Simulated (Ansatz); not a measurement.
Ansatz (an electronic-structure program) input (PBE/LANL2DZ): The .json file is the Basis Set Exchange's LANL2DZ.

Ansatz 0.2 input:
```yaml
crystal:
  periodic: [false, false, false]
  atoms:
    - {symbol: C, position_ang: [0.58105700, -1.38511600, -1.32231200]}
    - {symbol: Ge, position_ang: [0.02900700, -0.07944700, -0.09458200]}
    - {symbol: C, position_ang: [-1.85865600, 0.65945300, 0.06860500]}
    - {symbol: C, position_ang: [1.13984100, 1.57706500, -0.18521600]}
    - {symbol: N, position_ang: [0.24260400, -0.70733200, 1.70706400]}
    - {symbol: H, position_ang: [0.86487400, -0.96896800, -2.29396200]}
    - {symbol: H, position_ang: [-0.13031800, -2.20747400, -1.44897200]}
    - {symbol: H, position_ang: [-2.57357100, -0.16336500, 0.15820700]}
    - {symbol: H, position_ang: [-2.11225400, 1.22864200, -0.82953800]}
    - {symbol: H, position_ang: [-1.96803700, 1.31555100, 0.93924300]}
    - {symbol: H, position_ang: [2.19626400, 1.30652600, -0.22809200]}
    - {symbol: H, position_ang: [0.97010300, 2.19170000, 0.70168200]}
    - {symbol: H, position_ang: [0.89474400, 2.16470100, -1.07408200]}
    - {symbol: H, position_ang: [0.71723100, -1.60334800, 1.64472600]}
    - {symbol: H, position_ang: [-0.65893800, -0.87874600, 2.14150200]}
basis:
  gaussian:
    orbitals: LANL2DZ.json
hamiltonian:
  xc: {name: PBE}
total_charge: -1
output: {forces: true}
```

Output:

```
Functional definition: PBE
integrals: 0.03 GiB planned
816 factors; integrals over basis functions are off by at most 6.3e-4 eV
mean field: 0.13 GiB planned
mean field evaluation 1: about -4841.5870 eV, gradient 8.1e1 eV
mean field evaluation 2: about -4809.3426 eV, gradient 1.2e2 eV
mean field evaluation 4: about -4859.2407 eV, gradient 9.1e0 eV
mean field evaluation 8: about -4859.3573 eV, gradient 2.6e-1 eV
mean field evaluation 16: about -4859.3575 eV, gradient 4.1e-5 eV
mean field -4859.35752991 eV, -178.5780954332 hartree, gradient 4.1e-5 eV, S^2 0.000000; 0 other end points of the search recorded, 0 dependent functions left out
the calculation of the forces begins
reference -4859.35756499 eV, -178.5780967225 hartree; 20, 20 occupied and 44, 44 virtual orbitals, 816 factors
Total energy: -4859.35756499 eV, -178.5780967225 hartree
Atom 0 at     0.581057    -1.385116    -1.322312 Å, force    -0.112901     0.119263     0.137486 eV/Å
Atom 1 at     0.029007    -0.079447    -0.094582 Å, force     0.316483     0.313756     0.157839 eV/Å
Atom 2 at    -1.858656     0.659453     0.068605 Å, force     0.152404    -0.092197     0.031544 eV/Å
Atom 3 at     1.139841     1.577065    -0.185216 Å, force    -0.163557    -0.139761    -0.081799 eV/Å
Atom 4 at     0.242604    -0.707332     1.707064 Å, force    -0.080900     0.292575    -0.397591 eV/Å
Atom 5 at     0.864874    -0.968968    -2.293962 Å, force     0.342688     0.126111    -0.457664 eV/Å
Atom 6 at    -0.130318    -2.207474    -1.448972 Å, force    -0.237531    -0.541285    -0.030661 eV/Å
Atom 7 at    -2.573571    -0.163365     0.158207 Å, force    -0.331026    -0.396846     0.036762 eV/Å
Atom 8 at    -2.112254     1.228642    -0.829538 Å, force    -0.068404     0.241523    -0.417465 eV/Å
Atom 9 at    -1.968037     1.315551     0.939243 Å, force    -0.006462     0.288577     0.411261 eV/Å
Atom 10 at     2.196264     1.306526    -0.228092 Å, force     0.452837    -0.175024    -0.001267 eV/Å
Atom 11 at     0.970103     2.191700     0.701682 Å, force    -0.102415     0.215694     0.410125 eV/Å
Atom 12 at     0.894744     2.164701    -1.074082 Å, force    -0.106369     0.281981    -0.432650 eV/Å
Atom 13 at     0.717231    -1.603348     1.644726 Å, force     0.690546    -0.613250     0.032476 eV/Å
Atom 14 at    -0.658938    -0.878746     2.141502 Å, force    -0.745393     0.078883     0.601604 eV/Å
Dipole moment:    -0.592245     0.469968     0.271600 e Å
```

The dipole moment of an ion depends on the origin.

The geometry given is a B3LYP-D3(BJ)/def2-TZVP minimum.
